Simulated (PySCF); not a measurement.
I3Pb (SMILES [I][Pb-]([I])[I]), charge -1, singlet, geometry from GFN2-xTB (such geometries of metal compounds can be far from the true shape) (core potentials on I, Pb); PySCF with DF-PBE0/def2-SVP.

Here is a job for PySCF.
```python
from pyscf import gto, scf, dft

mol = gto.M(
    atom='''
Pb   -0.008011   -0.009412    0.810548
I     0.428983   -2.525290   -0.443200
I     1.982873    1.637600   -0.379501
I    -2.399462    0.902252   -0.431354
''',
    basis='def2-svp',
    ecp={'I': 'def2-svp', 'Pb': 'def2-svp'},
    charge=-1,
    spin=0,
    verbose=4,
)

mf = dft.RKS(mol)
mf.xc = 'pbe0'
mf.conv_tol = 1e-6
mf = mf.density_fit(auxbasis='def2-universal-jkfit')
mf.kernel()
```

Question: What does PySCF print? Leave out banner, timings and long lists.

Answer: 
```
PySCF version 2.14.0

[INPUT] verbose = 4
[INPUT] num. atoms = 4
[INPUT] num. electrons = 98
[INPUT] charge = -1
[INPUT] spin (= nelec alpha-beta = 2S) = 0
[INPUT] symmetry False subgroup None
[INPUT] Mole.unit = angstrom
[INPUT] Symbol           X                Y                Z      unit          X                Y                Z       unit  Magmom
[INPUT]  1 Pb    -0.008011000000  -0.009412000000   0.810548000000 AA   -0.015138595984  -0.017786102284   1.531713730814 Bohr   0.0
[INPUT]  2 I      0.428983000000  -2.525290000000  -0.443200000000 AA    0.810660382094  -4.772106485103  -0.837526618407 Bohr   0.0
[INPUT]  3 I      1.982873000000   1.637600000000  -0.379501000000 AA    3.747086909795   3.094615501588  -0.717152953999 Bohr   0.0
[INPUT]  4 I     -2.399462000000   0.902252000000  -0.431354000000 AA   -4.534326026301   1.705009175341  -0.815140922736 Bohr   0.0

nuclear repulsion = 530.207098060262
number of shells = 40
number of NR pGTOs = 244
number of NR cGTOs = 104
basis = def2-svp
ecp = {'I': 'def2-svp', 'Pb': 'def2-svp'}

******** <class 'pyscf.df.df_jk.DFRKS'> ********
method = DFRKS
initial guess = minao
damping factor = 0
level_shift factor = 0
DIIS = <class 'pyscf.scf.diis.CDIIS'>
diis_start_cycle = 1
diis_space = 8
diis_damp = 0
SCF conv_tol = 1e-06
SCF conv_tol_grad = None
SCF max_cycles = 50
direct_scf = False
XC library pyscf.dft.libxc version 7.1.2
    S. Lehtola, C. Steigemann, M. J. T. Oliveira, and M. A. L. Marques,  SoftwareX 7, 1–5 (2018)
XC functionals = pbe0
    C. Adamo and V. Barone,  J. Chem. Phys. 110, 6158 (1999)
    M. Ernzerhof and G. E. Scuseria,  J. Chem. Phys. 110, 5029 (1999)
radial grids:
    Treutler-Ahlrichs [JCP 102, 346 (1995); DOI:10.1063/1.469408] (M4) radial grids

becke partition: Becke, JCP 88, 2547 (1988); DOI:10.1063/1.454033
pruning grids: <function nwchem_prune>
grids dens level: 3
symmetrized grids: False
atomic radii adjust function: <function treutler_atomic_radii_adjust>
small_rho_cutoff = 0
Set gradient conv threshold to 0.001
Initial guess from minao.
tot grids = 89104
******** <class 'pyscf.df.df.DF'> ********
auxbasis = def2-universal-jkfit
init E= -966.491073335536
  HOMO = -1.86987890690942  LUMO = -1.60217121885956  gap/eV = 7.28470
cycle= 1 E= -1081.89249819714  delta_E= -115  |g|= 4.97  |ddm|= 19.8
  HOMO = 0.217005225344087  LUMO = 0.270601617514488  gap/eV = 1.45843
cycle= 2 E= -1083.37816103076  delta_E= -1.49  |g|= 3.72  |ddm|=   14
  HOMO = -0.0909907157106788  LUMO = 0.0864653303681333  gap/eV = 4.82882
cycle= 3 E= -1086.15362418414  delta_E= -2.78  |g|= 0.561  |ddm|=  6.1
  HOMO = -0.0968069765727101  LUMO = 0.0560499816135671  gap/eV = 4.15945
cycle= 4 E= -1086.2154067222  delta_E= -0.0618  |g|= 0.418  |ddm|= 1.89
  HOMO = -0.086684853315635  LUMO = 0.0929705417049487  gap/eV = 4.88867
cycle= 5 E= -1086.28278828539  delta_E= -0.0674  |g|= 0.0934  |ddm|= 0.824
  HOMO = -0.0935615590600278  LUMO = 0.0819469402440669  gap/eV = 4.77583
cycle= 6 E= -1086.2858120598  delta_E= -0.00302  |g|= 0.0195  |ddm|= 0.169
  HOMO = -0.094581231890186  LUMO = 0.082704762537996  gap/eV = 4.82420
cycle= 7 E= -1086.2859421878  delta_E= -0.00013  |g|= 0.00387  |ddm|= 0.0351
  HOMO = -0.0945482420334942  LUMO = 0.0828175210400861  gap/eV = 4.82637
cycle= 8 E= -1086.28594786158  delta_E= -5.67e-06  |g|= 0.000601  |ddm|= 0.00767
  HOMO = -0.0945016837772314  LUMO = 0.0828833299515326  gap/eV = 4.82689
cycle= 9 E= -1086.28594800268  delta_E= -1.41e-07  |g|= 0.000101  |ddm|= 0.00148
  HOMO = -0.0945021681888587  LUMO = 0.082882907554688  gap/eV = 4.82689
Extra cycle  E= -1086.28594800645  delta_E= -3.78e-09  |g|= 6.03e-05  |ddm|= 0.000341
converged SCF energy = -1086.28594800645
```
